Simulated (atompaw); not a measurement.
# What one change does to a pseudopotential (O, PAW (atompaw))

atompaw 4.2.0.5 input, output lines left out:

```
O 8
GGA-PBE scalarrelativistic loggrid 1500 logderivrange -4 5 226
2 2 0 0 0 0
2 1 3.5
0 0 0
c
v
v
2
1.15 0.90 0.95 1.05
y
-1.85
n
y
-0.15
n
y
-0.1
y
0.65
n
custom rrkj vanderbiltortho sinc
3 0 ultrasoft
0.65
0.65
1.15
1.15
0.85
1.15
```

Change: functional LDA (PW92).

Cutoffs: the cutoffs (Ry, on a coarse ladder) from which the occupation-weighted sum of valence levels, in a spherical-Bessel basis at the reference potential, stays within 10 and 1 mRy of its value at 400 Ry; they do not see the model core or the augmentation charge, which bear on the density cutoff.

What does the change do?

The potential gets neither clearly harder nor softer (90 Ry and 120 Ry → 80 Ry and 120 Ry); neither file shows a bound ghost.

```csv
quantity,base,changed
"cutoff, loose",90 Ry,80 Ry
"cutoff, tight",120 Ry,120 Ry
bound ghosts,none,none
s: phases at 1.15 bohr within 0.05 rad from the reference energy up to (Ry; the scan ends near 5),to the end of the scan,to the end of the scan
p: phases at 1.15 bohr within 0.05 rad from the reference energy up to (Ry; the scan ends near 5),to the end of the scan,to the end of the scan
d: phases at 1.15 bohr within 0.05 rad from the reference energy up to (Ry; the scan ends near 5),1.8,1.7
lowest overlap eigenvalue by channel,"s 0.64, p 0.96, d 0.18","s 0.64, p 0.95, d 0.29"
```

 The cutoffs see the waves, projectors and local potential, not the compensation charge or the core.
